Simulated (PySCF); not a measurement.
A structure optimised at ωB97X-D3(BJ)/def2-SVP, used in a PySCF frequency run:

```
C
H 1 1.0980
H 1 1.1000 2 109.82
C 1 1.5442 2 116.92 3 125.65
F 4 1.3620 1 118.53 2 -100.86
H 4 1.1061 5 109.28 1 -129.81
C 4 1.5382 6 110.18 5 131.24
O 7 1.1944 4 134.08 6 -92.76
C 7 1.5344 8 134.76 4 168.77
H 9 1.0996 7 115.66 8 -34.64
H 9 1.1019 10 109.02 7 -126.86
```
Charge 0, spin multiplicity 1.

### Question
Write its SMILES and formula.

### Answer
O=C1CC[C@@H]1F, C4H5FO

### Question
What are its rotational constants (standard atomic weights)?

### Answer
4.9688, 3.9319, 2.3755 GHz
